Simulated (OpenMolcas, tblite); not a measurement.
# GeH3Br (SMILES [GeH3][Br]): the vertical ionisation energy, rung by rung

GeH3Br has 5 atoms, charge 0, and is taken as a singlet. SMILES: `[GeH3][Br]`. Geometry: relaxed at PBE0-D4/def2-TZVP.

Quantity: the vertical ionisation energy (to the doublet cation), in eV. The values are calculated.

| level | kind | program | value (eV) | CPU time (all runs) |
| --- | --- | --- | --- | --- |
| GFN1-xTB | semi-empirical | tblite | 15.66 | under 2 s |
| HF/aug-cc-pVDZ | Hartree–Fock | OpenMolcas | 9.87 | 31 s |
| SVWN5/aug-cc-pVDZ | LDA | OpenMolcas | 10.54 | 92 s |
| PBE/aug-cc-pVDZ | GGA | OpenMolcas | 10.40 | 2.2 min |
| TPSS/aug-cc-pVDZ | meta-GGA | OpenMolcas | 10.50 | 4.2 min |
| r2SCAN/aug-cc-pVDZ | meta-GGA | OpenMolcas | 10.59 | 4.3 min |
| M06-2X/aug-cc-pVDZ | hybrid meta-GGA | OpenMolcas | 10.77 | 7.6 min |

All-electron rows without a relativistic Hamiltonian named are non-relativistic. Spin-orbit coupling, which can split open shells on such heavy atoms by tenths of an eV, is left out. The values span 9.87 to 15.66 eV. The xTB values lack the empirical shift that such differences need. CPU times are rough (shared hosts, several kinds of processor): they show what a rung costs within a factor of a few.
